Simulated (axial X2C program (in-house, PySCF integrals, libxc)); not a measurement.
## NbGe along the bond: HF, two-component

Computed with an in-house all-electron X2C program for linear molecules (integrals from PySCF). Two-component (2c) means X2C with spin–orbit coupling and atomic mean-field two-electron Coulomb and Gaunt terms. Basis: Nb dyall-cv3z [11s12p9d5f3g], Ge dyall-cv3z [9s9p7d4f1g] (cores contracted in-house); Gaussian nuclei, density fitting, unrestricted open shells. Masses: Nb 92.906 u, Ge 73.921 u.

State: Ω = 5/2 (⟨Sz⟩ = 2.50, ⟨Lz⟩ = 0.00 at HF). Dipoles are positive if Ge is the positive end.

Results along the bond:

| R (Å) | μ (D) | HOMO (eV) | LUMO (eV) |
| --- | --- | --- | --- |
| 2.176 | -4.092 | -6.59 | 0.15 |
| 2.276 | -3.819 | -6.62 | 0.06 |
| 2.351 | -3.519 | -6.68 | 0.02 |
| 2.426 | -3.271 | -6.76 | 0.00 |
| 2.501 | -3.138 | -6.85 | 0.00 |
| 2.588 | -3.124 | -6.97 | 0.00 |
| 2.676 | -3.233 | -7.09 | 0.02 |
| 2.789 | -3.502 | -7.03 | 0.04 |
| 2.926 | -3.953 | -6.82 | 0.07 |

The state is one determinant whose occupation by symmetry is held fixed; it was picked as the lowest of a PBE0 search that is not exhaustive. Other states lie close and PBE0, whose exact exchange favours high spin, may order them wrongly; the determinant shown need not be the ground state. The nearest other 2c determinant of the search, Ω = 1/2, lies 0.31 eV up at the distance of the search. With several unpaired electrons one determinant need not be a pure state. This is the top spin component of a Σ state; components of lower Ω are not single determinants and can lie lower. The determinant is spin-polarised beyond a pure state at some levels (its spin-free form has ⟨S²⟩ too high), which makes Re and μ there less reliable.
